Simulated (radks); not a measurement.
Results of a calculation; reference values are marked as such.
Species: the erbium ion Er+. Configuration: [Xe] 4f12 6s1.

Level of theory: scalar-relativistic Kohn-Sham, r2SCAN, spin-polarised, spherical densities, finite nucleus; open shells are filled with parallel spins first (spin-orbit coupling, left out, can overturn this in heavy ions); meta-GGA in the generalised Kohn-Sham scheme; Fermi nuclear charge, rms radius 5.2516 fm (a radial shooting solver on a logarithmic mesh with Libxc functionals).

Energy parts (Ry):
total: -26172.3680
kinetic: 28371.4612
electron-nucleus: -64198.4781
Hartree: 10210.6443
exchange-correlation: -555.9954

Orbitals (lengths in bohr, moments of r in powers of bohr; <r^-3> diverges for s and p1/2):
orbital  occ.  eigenvalue (Ry)  <r^-3>      <r^4>
1s up       1        -4222.554       -  8.655e-07
1s down     1        -4222.554       -  8.655e-07
2s up       1        -711.4766       -  0.0001344
2s down     1        -711.4760       -  0.0001344
2p up       3        -629.1056   14320  0.0001023
2p down     3        -629.1047   14320  0.0001023
3s up       1        -160.4555       -   0.005059
3s down     1        -160.3737       -   0.005053
3p up       3        -135.2718    3095   0.005356
3p down     3        -135.1900    3098   0.005347
3d up       5        -103.7167   409.1   0.004220
3d down     5        -103.6538   409.5   0.004210
4s up       1        -32.44562       -     0.1237
4s down     1        -32.27168       -     0.1237
4p up       3        -24.12560   692.7     0.1637
4p down     3        -23.95274   692.0     0.1638
4d up       5        -12.93112   77.18     0.2566
4d down     5        -12.75826   77.06     0.2579
5s up       1         -4.44335       -      4.689
5s down     1         -4.36513       -      4.819
5p up       3         -2.51661   86.01      10.17
5p down     3         -2.46307   83.85      10.10
4f up       7         -0.77007   10.67      3.011
6s up       1         -0.70282       -      324.5
4f down     5         -0.61611   10.45      3.785
6s down     0         -0.57473       -      444.8

The highest occupied level is 4f down at -8.383 eV. The electron density at the nucleus is 9.193e+05 e/bohr^3 (large components only).
